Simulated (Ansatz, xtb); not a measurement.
## Two isomers of C2H9NSSi2

Structure X: `C=C[Si@@H](S)N[SiH3]`, a singlet. Structure Y: `C=C[SiH2]N[SiH2]S`, a singlet. Both are isolated molecules in the gas phase, relaxed with r2SCAN-D4/def2-SVP, each in the lowest conformer that the search found.

X (Å):

```xyz
15

C     0.7612   -0.9963   -1.6368
C     1.8408   -0.2374   -1.3877
N     1.9304   -1.2337    1.3906
S     2.0663    1.9348    1.1050
Si    2.5580   -0.0132    0.3185
Si    2.0490   -2.9691    1.2414
H     0.3390   -1.1018   -2.6436
H     0.2505   -1.5460   -0.8355
H     2.3098    0.2991   -2.2256
H     4.0492    0.0147    0.2478
H     0.7547    1.8328    0.7894
H     1.6068   -0.8713    2.2862
H     2.6272   -3.5719    2.4816
H     2.9376   -3.2600    0.0787
H     0.7237   -3.6239    1.0014
```

Y (Å):

```yaml
atoms:
  - { symbol: C, position_ang: [1.0927, 0.7714, -1.6022] }
  - { symbol: C, position_ang: [0.2724, 0.5058, -0.5738] }
  - { symbol: N, position_ang: [2.4476, -1.0747, 0.7353] }
  - { symbol: S, position_ang: [4.2163, -3.6368, 1.7279] }
  - { symbol: Si, position_ang: [0.7751, -0.5808, 0.8621] }
  - { symbol: Si, position_ang: [3.1032, -2.5919, 0.2064] }
  - { symbol: H, position_ang: [2.1072, 0.3544, -1.6407] }
  - { symbol: H, position_ang: [0.7938, 1.4086, -2.4433] }
  - { symbol: H, position_ang: [-0.7342, 0.9503, -0.5830] }
  - { symbol: H, position_ang: [-0.0601, -1.8195, 0.8957] }
  - { symbol: H, position_ang: [0.5661, 0.1671, 2.1415] }
  - { symbol: H, position_ang: [3.1336, -0.3822, 1.0366] }
  - { symbol: H, position_ang: [4.1256, -2.4292, -0.8672] }
  - { symbol: H, position_ang: [1.9419, -3.3904, -0.2766] }
  - { symbol: H, position_ang: [3.1672, -3.7472, 2.5740] }
```

Problem. Estimate which is lower in electronic energy at CCSD(T)/def2-SVP + ΔMP2/def2-TZVPP, and by roughly how much.

Solution. Too close to call at this level: CCSD(T)/def2-SVP + ΔMP2/def2-TZVPP gives E(Y) − E(X) = +0.03 kcal/mol.

How the difference moves with the method:

```
                             level            geometry  E(Y) − E(X) (kcal/mol)  departure from the last row (kcal/mol)  job, with rough time for the two
                r2SCAN-D4/def2-SVP  r2SCAN-D4/def2-SVP                     −0.06                                   −0.10               optimisation, 2 min
                       HF/def2-SVP  r2SCAN-D4/def2-SVP                     −0.88                                   −0.91           part of the CCSD(T) run
                      MP2/def2-SVP  r2SCAN-D4/def2-SVP                     +0.34                                   +0.30           part of the CCSD(T) run
                  CCSD(T)/def2-SVP  r2SCAN-D4/def2-SVP                     +0.04                                    0.00                      single point
CCSD(T)/def2-SVP + ΔMP2/def2-TZVPP  r2SCAN-D4/def2-SVP                     +0.03                                                        single point, 45 s
```

As drawn, both hold the same kinds of bond in the same numbers.

The largest departure from CCSD(T)/def2-SVP + ΔMP2/def2-TZVPP is that of HF/def2-SVP, 0.91 kcal/mol. Levels run at GFN2-xTB geometries aren't shown. The last row adds to CCSD(T) the change of the MP2 difference between the two basis sets, here 0.00 kcal/mol.

With thermal terms from frequencies at re-optimised GFN2-xTB minima (ideal gas, soft modes damped towards free rotors, one conformer each, 298.15 K, 1 atm): on the last row, ΔE + ΔZPE = +0.32, ΔH = +0.17, ΔG = +0.59 kcal/mol.

The correlated steps freeze 18 core orbitals. Mirror images aren't counted in ΔG. Run with Ansatz 0.2.0, xtb 6.7.1; the last row on 2 threads of Intel(R) Xeon(R) 6975P-C (Granite Rapids) on a shared host.
